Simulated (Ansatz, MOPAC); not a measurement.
Isomers of H4Se2Si: 1 is [SiH2]([SeH])[SeH], 2 is [SiH3][Se][SeH]; one conformer of each (the lowest of an xTB search), B3LYP-D3(BJ)/def2-TZVP minima.
Isomer 1 (charge 0, multiplicity 1, Z-matrix in Å and degrees):
```
Si
H 1 1.4774
H 1 1.4774 2 110.67
Se 1 2.2885 2 103.47 3 120.77
H 4 1.4718 1 93.32 2 178.32
Se 1 2.2885 2 112.54 3 -115.22
H 6 1.4718 1 93.33 2 -62.18
```
Isomer 2 (charge 0, multiplicity 1, Z-matrix in Å and degrees):
```
Si
H 1 1.4773
H 1 1.4783 2 109.83
H 1 1.4820 2 110.45 3 -121.78
Se 1 2.2990 2 110.35 3 121.63
Se 5 2.3713 1 95.61 2 -59.00
H 6 1.4755 5 95.97 1 -88.30
```

No zero-point or thermal terms.

The state that PM3 reach isn't checked.

The values were computed with Ansatz (Gaussian basis) for Hartree–Fock, density functionals and correlated methods; MOPAC for PM3 (differences of heats of formation). Each number belongs to the level named beside it.

Q: One of these levels gives 13.58 kcal/mol for the electronic energy of isomer 2 less that of isomer 1. Which?
A. PM3
B. PBE0/def2-TZVPP
C. PBE/def2-TZVPP

A: C, PBE/def2-TZVPP. The others give -3.82 (PM3), 14.76 (PBE0/def2-TZVPP)

Ansatz is a program for electronic structure.
